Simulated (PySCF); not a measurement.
H4P, SMILES [PH4+], charge +1. Atoms are numbered in the order given.

```xyz
5

P      0.0000     0.0000     0.0000
H      0.8064    -0.8064    -0.8064
H     -0.8064    -0.8064     0.8064
H     -0.8064     0.8064    -0.8064
H      0.8064     0.8064     0.8064
```
Charge +1, spin multiplicity 1.

The structure is a stationary point at TPSSh-D3(BJ)/def2-TZVPD. The isomer is the one that the SMILES or the coordinates give; other isomers of the formula were not compared.

These are PBE/pcJ-1 (PySCF) values and carry that method's errors.

Isotropic couplings with Fermi-contact, spin-dipole and both spin-orbit terms, one fixed conformer, no vibrational averaging. Isotopes: 1H, 31P.

Computed spin–spin coupling constants:
```tsv
pair	bonds apart	J (Hz)
P1–H2	1	508.8
P1–H3	1	508.8
P1–H4	1	508.8
P1–H5	1	508.8
H2–H3	2	-1.9
H2–H4	2	-1.9
H2–H5	2	-1.9
H3–H4	2	-1.9
H3–H5	2	-1.9
H4–H5	2	-1.9
```
